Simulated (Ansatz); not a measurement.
Consider the formal hydrolysis of the Si–C bond: `C[SiH2]C(=N)Cl` + H₂O → `N=C(Cl)[SiH2]O` + CH₄.

Computed with Ansatz on PBE0-D4/def2-TZVP structures; ΔE is electronic, products minus reactants. CBS: MP2 limit from def2 TZ/QZ plus the TZ coupled-cluster correction, frozen cores. This one scheme is used for every species. Functionals use def2-TZVPP. Each species was taken in one conformer, which may not be the lowest.

Q: Is it downhill or uphill in electronic energy at CCSD(T)/CBS, and by how much? (Best estimate.)

A: Ansatz gave: Downhill: ΔE = -95.8 kJ/mol.

Q: What do these levels give: PBE-D4, revPBE-D4, r2SCANh-D4, r2SCAN0-D4, ωB97X-V, PBE-QIDH, PBE, r2SCAN0, BHLYP, HF/def2-SVP, HF/def2-QZVPP, SCS-MP2/def2-QZVPP? (An estimate is asked.)

A: Computed: PBE-D4 -90.7, revPBE-D4 -88.9, r2SCANh-D4 -100.9, r2SCAN0-D4 -100.8, ωB97X-V -99.8, PBE-QIDH -98.1, PBE -92.8, r2SCAN0 -101.7, BHLYP -109.7, HF/def2-SVP -107.8, HF/def2-QZVPP -115.1, SCS-MP2/def2-QZVPP -101.8 kJ/mol.

Largest T1 diagnostic among the species: 0.013.

In def2-TZVPP, CCSD(T) changes the Hartree–Fock value by +16.7 kJ/mol (the triples alone add +1.8 kJ/mol) and MP2 by +15.2 kJ/mol. Leaving LDA and LC-ωPBE aside and taking each functional with its dispersion term where it has one, the values, not all of them listed here, spread over 17.7 kJ/mol, from BHLYP-D4 to revPBE-D4. The D4 term adds +3.3 kJ/mol with B3LYP and +2.0 kJ/mol with PBE0; it sums over pairs of atoms, weighted by their polarisabilities, and B3LYP, whose exchange is more repulsive, gets the larger term.

B3LYP here is the variant with VWN-RPA as its local correlation; programs differ in this.
